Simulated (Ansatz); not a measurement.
Basis-set extrapolation for C2H9AlBN (`B[NH][Al]([CH3])[CH3]`) (PBE0-D4/def2-TZVP geometry, frozen core, Ansatz 0.2.0). Multiplicity 1, RHF reference.

```tsv
	def2-TZVPP	def2-QZVPP
HF	-402.182812	-402.198015
MP2 correlation	-0.752149	-0.801571
CCSD(T) correlation	-0.835983	not run
```

Energies in hartree. Use E(X) = E(∞) + A·exp(−7.88·√X) for Hartree–Fock and E(X) = E(∞) + B·X^(−2.97) for correlation, with X = 3 and 4, and add CCSD(T) minus MP2 of the smaller set to the MP2 limit.

Problem. What is the CCSD(T) energy at the basis-set limit?

Solution. HF limit: -402.198015 + (-0.015203) × 0.13774 = -402.20011. MP2 limit: -0.801571 + (-0.049422) × 0.74074 = -0.83818. Higher-order term: -0.835983 − (-0.752149) = -0.08383. Total: -403.12212 hartree, 271.3 kJ/mol below CCSD(T)/def2-TZVPP.
